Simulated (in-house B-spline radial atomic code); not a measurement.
Mn⁺. Computed with a B-spline radial atomic code. Model: non-relativistic spherical atom: semilocal Troullier-Martins pseudo-atom, one channel per l, against all electrons, high spin, G0W0 and RPA with empty states to l = 8, local potential for every l without a channel, a model core (radius 0 = none) keeps its share of the functional.

What the tables leave out is listed at the end.

The pseudopotential gives back the lowest level of each angular momentum of its own functional in the configuration it was made in; a second state of the same l is only approximately right. Exact exchange, RPA and GW see the smooth pseudo-orbitals and miss the exchange with the core, for which the functional's share stands in. The column with an uncorrelated core keeps all orbitals and exact exchange, and so separates missing core correlation from pseudisation. Only the three outermost levels and the lowest empty one were computed. RPA here is direct RPA, with no exchange kernel, and its energies carry an (l + 1/2)⁻⁴ tail. A hybrid on a potential with a model core restores only its own semilocal share of the core's exchange.

Command:
```bash
python run_psgw.py task.json out
```
Settings (lengths in bohr, energies in hartree):
```
Z                      25
electrons              24
configuration          [Ar] 3d5 4s1
generated_in           [Ar] 3d5 4s2
functional             pbe,pbe
core_shells            5
radius_factor          1
core_correction        False
ion_configuration      [Ar] 3d5
```

Cost of the run: 57 s on 1 thread of Arm Neoverse N1, with other jobs on the host.

Given: made with PBE; model core radius 0 bohr; local radius 2.445 bohr; mean-field start PBE.

Valence shells of the generating configuration: 3d, 4s.

Channel: s 2.522, p 3.4, d 2.277 (radii in bohr).

Computed: largest level miss in the spin-unpolarised generating configuration 0 eV; all-electron RPA polarisability, core included 20.92 bohr³; pseudo-atom RPA polarisability 20.951 bohr³; ionisation by mean-field all-electron 16.104 eV; ionisation by mean-field pseudo minus all -0.141 eV; ionisation by RPA all-electron 16.113 eV; ionisation by RPA pseudo minus all 0.848 eV.

```
level  occupied  mean-field all-electron (eV)  mean-field pseudo minus all (eV)  G0W0 all-electron (eV)  G0W0 uncorrelated core minus all (eV)  G0W0 pseudo minus all (eV)  exchange self-energy all-electron (eV)  exchange self-energy pseudo (eV)
4s up         1                       -12.457                             0.128                 -16.245                                  0.127                      -0.266                                 -12.141                           -11.066
```

Question: What is the valence RPA correlation energy pseudo?

Answer: -0.28249 hartree.

Question: What is the valence RPA correlation energy all-electron orbitals?

Answer: -0.22204 hartree.

Given: mean-field start PBE0.

Computed: valence RPA correlation energy all-electron orbitals -0.20335 hartree; all-electron RPA polarisability, core included 18.239 bohr³; pseudo-atom RPA polarisability 17.968 bohr³; ionisation by mean-field all-electron 15.785 eV; ionisation by mean-field pseudo minus all 0.124 eV; ionisation by RPA pseudo minus all 0.882 eV.

```csv
level,occupied,mean-field all-electron (eV),mean-field pseudo minus all (eV),G0W0 all-electron (eV),G0W0 uncorrelated core minus all (eV),G0W0 pseudo minus all (eV),exchange self-energy all-electron (eV),exchange self-energy pseudo (eV)
4s up,1,-13.131,-0.107,-16.121,0.128,-0.49,-11.911,-11.138
3d up,1,-18.885,0.316,-23.356,0.087,2.55,-39.917,-25.249
```

Question: What is the ionisation by RPA all-electron?

Answer: 15.974 eV.

Question: What is the valence RPA correlation energy pseudo?

Answer: -0.26968 hartree.

Given: mean-field start Hartree-Fock.

Computed: valence RPA correlation energy all-electron orbitals -0.16559 hartree; all-electron RPA polarisability, core included 14.148 bohr³; pseudo-atom RPA polarisability 13.149 bohr³; ionisation by mean-field pseudo minus all 0.868 eV; ionisation by RPA all-electron 15.664 eV; ionisation by RPA pseudo minus all 0.972 eV.

| level | occupied | mean-field all-electron (eV) | mean-field pseudo minus all (eV) | G0W0 all-electron (eV) | G0W0 uncorrelated core minus all (eV) | G0W0 pseudo minus all (eV) | exchange self-energy all-electron (eV) | exchange self-energy pseudo (eV) |
| --- | --- | --- | --- | --- | --- | --- | --- | --- |
| 4s up | 1 | -14.803 | -0.917 | -15.763 | 0.12 | -1.037 | -11.108 | -11.267 |
| 3d up | 1 | -25.398 | 3.528 | -24.364 | 0.046 | 2.391 | -40.564 | -24.733 |
| 4s down (empty) | 0 | -5.8371 | 0.104 | -6.9358 | 0.087 | 0.077 | -0.74102 | 0 |

Question: What is the ionisation by mean-field all-electron?

Answer: 14.687 eV.

Question: What is the valence RPA correlation energy pseudo?

Answer: -0.23938 hartree.

Among the listed levels the largest G0W0 shift of the pseudo-atom is +2.55 eV, for 3d up on the PBE0 start, while leaving the core uncorrelated moves that level by +0.09 eV. So pseudisation and the lost core exchange, not the missing core correlation, make the error. Not in the tables (levels of low weight, unsolved or above zero; the highest and the empty levels are kept at any weight): on PBE the G0W0 levels 3d up (pseudo minus all +2.37 eV, weights 0.84 and 0.60).
